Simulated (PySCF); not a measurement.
C6H9F.
Numbering: `[CH2:1]=[C:2]([CH3:3])/[CH:4]=[CH:5]\[CH2:6][F:7]` (hydrogens: H8, H9 on C1; H10, H11, H12 on C3; H13 on C4; H14 on C5; H15, H16 on C6)

Geometry (PBE0-D3(BJ)/def2-SVP, Å), atoms numbered from 1 in this order:
```
atom  x, y, z in Å
C1    -1.736   -0.974   -1.442
C2    -0.831   -0.507   -0.562
C3    -0.874   -0.928    0.879
C4     0.199    0.421   -1.038
C5     1.198    1.032   -0.378
C6     1.590    0.984    1.066
F7     2.816    1.583    1.221
H8    -2.526   -1.663   -1.133
H9    -1.710   -0.679   -2.494
H10   -0.925   -0.060    1.555
H11   -1.750   -1.559    1.077
H12    0.023   -1.506    1.154
H13    0.125    0.651   -2.106
H14    1.841    1.710   -0.952
H15    1.662   -0.046    1.450
H16    0.864    1.528    1.698
```

All values: PBE0/pcSseg-1 (PySCF, non-relativistic), on one gas-phase PBE0-D3(BJ)/def2-SVP geometry that isn't relaxed in the solvent. The solvent is an IEF-PCM continuum (van der Waals radii × 1.2). The model holds no explicit solvent molecules, cavitation or dispersion.

| run | E − E(gas) (kcal/mol) | HOMO (eV) | HOMO–LUMO gap (eV) | dipole (D) |
| --- | --- | --- | --- | --- |
| gas | 0.00 | -6.67 | 5.73 | 1.84 |
| P | -4.17 | -6.58 | 5.73 | 2.13 |
| Q | -3.01 | -6.58 | 5.73 | 2.06 |

The runs were made in chloroform and methanol. Which run belongs to which solvent?

P = methanol, Q = chloroform. The dielectric constants are 4.711 (chloroform), 32.61 (methanol), and the energy falls further as ε rises. In this model the ground state sees the solvent through ε alone.

How constant is the ratio of the lowering to (ε − 1)/(2ε + 1)?

```tsv
solvent	(ε − 1)/(2ε + 1)	E − E(gas) (kcal/mol)	ratio (kcal/mol)	polarisation term (kcal/mol)
chloroform	0.356	-3.01	-8.5	-3.24
methanol	0.477	-4.17	-8.7	-4.61
```

The ratio changes by +3.2 % in size from chloroform to methanol. The polarisation term is half the interaction of the solute with the induced surface charges.

The run took 19 s on Arm Neoverse V1, one thread, on a shared host, and the process peaked at 0.92 GiB of memory. This is the whole shielding run at PBE0/pcSseg-1 in methanol, SCF included.
